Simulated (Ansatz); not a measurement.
```yaml
crystal:
  periodic: [false, false, false]
  atoms:
    - {symbol: Sn, position_ang: [0.826546, 1.444055, 1.144373]}
    - {symbol: Sn, position_ang: [0.023672, -1.751373, 1.004975]}
    - {symbol: Sn, position_ang: [-1.907018, 0.498339, -0.439240]}
    - {symbol: Sn, position_ang: [1.056764, -0.190865, -1.710197]}
    - {symbol: O, position_ang: [-0.908151, 0.164051, 1.469740]}
    - {symbol: O, position_ang: [-0.710325, -1.241030, -0.983488]}
    - {symbol: O, position_ang: [1.638868, -0.428295, 0.377501]}
    - {symbol: O, position_ang: [-0.020365, 1.505119, -0.863663]}
basis:
  gaussian: {orbitals: def2-TZVPP}
magnetization: {spin_polarized: true, initial_magnetization: 8}
hamiltonian: {xc: {name: wB97X-V}}
scf: {omitted_lower_state_checks: [starts]}
output: {forces: true}
```

```sh
$ ansatz run in.yaml --threads 4 --pin off --events-out ev --progress --plain --max-ram 4787MiB
```

Task: Does this run fit into the memory that it is given?

Result: No. It has 324 basis functions, and the program plans for 7 GiB where 5 GiB are given.
